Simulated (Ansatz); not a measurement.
`[NH2][Zn][CH2][TeH]`. Total charge 0; spin multiplicity 1. Te takes the def2 core potential. The geometry is a stationary point of PBE0-D4/def2-TZVP. It is one conformer, not always the lowest.

```xyz
9

N    -0.985    1.751   -1.663
Zn   -0.465    0.571   -0.386
C     0.081   -0.773    0.889
Te    1.921   -1.680    0.268
H    -1.903    2.166   -1.606
H    -0.333    2.457   -1.971
H    -0.671   -1.557    0.974
H     0.246   -0.317    1.865
H     2.110   -2.617    1.629
```

(1) What is the dipole moment at B3LYP/def2-TZVPP? (An estimate is asked.)

(2) And with PBE, r2SCAN, ωB97M-V? (Estimate.)

(3) Give the Mulliken charges with B3LYP, r2SCAN, ωB97M-V in def2-TZVPP. (Best estimate.)

Results:

(1) Ansatz gave: 1.96 D, with components (-1.23, 1.21, 0.92) D in this frame, pointing from negative to positive charge.

(2) Ansatz gave: PBE 1.94 D, r2SCAN 2.03 D, ωB97M-V 1.98 D.

(3) The calculation gave: 
```tsv
atom	B3LYP	r2SCAN	ωB97M-V
N1	-0.44	-0.48	-0.42
Zn2	0.32	0.34	0.38
C3	-0.43	-0.37	-0.53
Te4	0.05	0.01	0.04
H5	0.12	0.14	0.10
H6	0.13	0.15	0.11
H7	0.14	0.13	0.17
H8	0.14	0.13	0.17
H9	-0.05	-0.04	-0.02
```

B3LYP here is the variant with VWN-RPA as its local correlation; programs differ in this.
